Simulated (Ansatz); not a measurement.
Ideal-gas functions of CH$_{3}$BClN, SMILES `B/N=C\Cl` at 800 K and 1 bar, from an Ansatz frequency run at PBE0-D4/def2-TZVP.

Molar mass 75.31 g/mol, point group Cs (symmetry number 1), electronic degeneracy 1, moments of inertia 16.816, 170.775, 183.152 u Å². Harmonic wavenumbers (cm⁻¹, unscaled): 114, 276, 451, 501, 760, 906, 914, 965, 1053, 1243, 1342, 1952, 2584, 2668, 3151.

Use S(trans) = R[1.5 ln M + 2.5 ln T − 1.1517]; rotational temperatures θ = 24.2544 K / I; S(rot) = R[ln(√π/σ · √(T³/θAθBθC)) + 1.5]; for each mode x = 1.438777 ν̃/T, S = R[x/(eˣ − 1) − ln(1 − e⁻ˣ)] and H = RT x/(eˣ − 1); 1 cm⁻¹ = 0.0119627 kJ/mol; R = 8.31446 J/(mol·K).

Q: By hand: the entropy, in J/(mol·K).

A: Translation 183.3. Rotation: θ = 1.4423, 0.142, 0.1324 K, giving 115.6. Vibration, mode by mode: 21.50, 14.22, 10.28, 9.46, 6.33, 5.12, 5.06, 4.70, 4.15, 3.17, 2.75, 1.15, 0.45, 0.40, 0.19, in all 88.9. Electronic 0.0. Sum 387.8 J/(mol·K).

Q: By hand: H − E and G − E in kJ/mol, counted from the electronic energy.

A: Zero-point energy ½ × 18880 × 0.0119627 = 112.9; thermal vibration 37.4; translation, rotation and pV give 4 RT = 26.6. H − E = 176.9 kJ/mol, and G − E = 176.9 − 800 × 387.8/1000 = -133.3 kJ/mol.

Vibration gives 23 % of the entropy, 21.5 J/(mol·K) of it from the mode under 150 cm⁻¹: soft modes count most, and the harmonic formula is weakest for them.
